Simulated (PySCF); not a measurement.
Isomers of C7H15NOSi, from PBE0-D3(BJ)/def2-SVP geometry optimisation, gas phase (PySCF). One conformer each, no zero-point energy, no frequencies.

Problem. Which isomer lies lowest at this level?
A. `[CH3:1][C:2](=[O:3])[NH:4][SiH2:5][CH:6]1[CH2:7][CH2:8][CH2:9][CH2:10]1` with C1–C2–N4–Si5 -179°, C2–N4–Si5–C6 177°, N4–Si5–C6–C7 -54°, Si5–C6–C7–C8 -140°, C6–C7–C8–C9 37°, C7–C8–C9–C10 -42°, C8–C9–C10–C6 31°: A = 2891, B = 501.0, C = 454.6 MHz, dipole 4.12 D
B. `[CH3:1]/[CH:2]=[CH:3]/[O:4][SiH2:5][N:6]1[CH2:7][CH2:8][CH2:9][CH2:10]1` with C2–C3–O4–Si5 3°, C3–O4–Si5–N6 179°, O4–Si5–N6–C7 84°, Si5–N6–C7–C8 153°, N6–C7–C8–C9 23°, C7–C8–C9–C10 1°, C8–C9–C10–N6 -23°: A = 4348, B = 411.1, C = 403.6 MHz, dipole 1.15 D
C. `[CH2:1]=[CH:2][C@H:3]([C:4](=[CH2:5])[CH3:6])[N:7]([CH3:8])[SiH2:9][OH:10]` with C1–C2–C3–C4 -113°, C2–C3–C4–C5 3°, C2–C3–N7–C8 68°, C3–N7–Si9–O10 -138°, N7–Si9–O10–H 53°: A = 1482, B = 793.9, C = 621.8 MHz, dipole 1.70 D
D. `[CH2:1]=[CH:2][O:3][SiH2:4][N:5]1[CH2:6][CH2:7][CH2:8][C@H:9]1[CH3:10]` with C1–C2–O3–Si4 -5°, C2–O3–Si4–N5 -175°, O3–Si4–N5–C6 67°, Si4–N5–C6–C7 -139°, N5–C6–C7–C8 -36°, C6–C7–C8–C9 39°, C7–C8–C9–C10 -151°: A = 2284, B = 611.6, C = 540.1 MHz, dipole 1.52 D

Solution. A. That is `CC(=O)N[SiH2]C1CCCC1`, 17.4 kcal/mol below the next.

| SMILES | mapped SMILES | E (Eh) | relative (kcal/mol) | relative (kJ/mol) | dipole (D) |
| --- | --- | --- | --- | --- | --- |
| CC(=O)N[SiH2]C1CCCC1 | [CH3:1][C:2](=[O:3])[NH:4][SiH2:5][CH:6]1[CH2:7][CH2:8][CH2:9][CH2:10]1 | -694.33894 | 0.0 | 0.0 | 4.12 |
| C=CO[SiH2]N1CCC[C@H]1C | [CH2:1]=[CH:2][O:3][SiH2:4][N:5]1[CH2:6][CH2:7][CH2:8][C@H:9]1[CH3:10] | -694.31124 | 17.4 | 72.7 | 1.52 |
| C/C=C/O[SiH2]N1CCCC1 | [CH3:1]/[CH:2]=[CH:3]/[O:4][SiH2:5][N:6]1[CH2:7][CH2:8][CH2:9][CH2:10]1 | -694.30942 | 18.5 | 77.5 | 1.15 |
| C=C[C@H](C(=C)C)N(C)[SiH2]O | [CH2:1]=[CH:2][C@H:3]([C:4](=[CH2:5])[CH3:6])[N:7]([CH3:8])[SiH2:9][OH:10] | -694.28145 | 36.1 | 151.0 | 1.70 |

As drawn, the lowest has a C=O bond, an N–H bond and a C(=O)–N unit, which the highest lacks; the highest has an O–H bond, an Si–O bond and a C=C bond outside aromatic rings, which the lowest lacks.
